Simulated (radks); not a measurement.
Values are calculated unless marked as measured or tabulated.
All-electron atom: Hg2+ in [Xe] 4f14 5d10 (the NIST ground configuration). Level of theory: scalar-relativistic Kohn-Sham, r2SCAN, spin-polarised, spherical densities, finite nucleus; meta-GGA in the generalised Kohn-Sham scheme; Fermi nuclear charge, rms radius 5.4648 fm (a radial shooting solver on a logarithmic mesh with Libxc functionals).

Radial electron density D(r) = 4 pi r^2 rho(r):

```
   r/bohr * D(r) (the largest magnitude, 147, reaches the edge; | marks zero)
0.0008361 |  *
 0.001106 |    *
 0.001476 |      *
 0.001952 |          *
 0.002604 |              *
 0.003445 |                    *
 0.004595 |                           *
  0.00608 |                                 *
 0.008109 |                                       *
  0.01073 |                                         *
  0.01431 |                                       *
  0.01894 |                                    *
  0.02526 |                                     *
  0.03342 |                                             *
  0.04457 |                                                      *
  0.05897 |                                                      *
  0.07865 |                                             *
   0.1041 |                                             *
   0.1388 |                                                    *
   0.1837 |                                           *
   0.2449 |                            *
   0.3267 |                                *
   0.4323 |                              *
   0.5765 |                *
   0.7628 |         *
    1.017 |       *
    1.346 |    *
    1.795 | *
    2.376 |*
    3.169 *
    4.192 *
```

D(r) has 4 maxima, at r = 0.0110, 0.0511, 0.142, 0.368 bohr, and minima at 0.0213, 0.0916, 0.261 bohr, inside which lie 1.88, 11.01, 30.05 electrons.
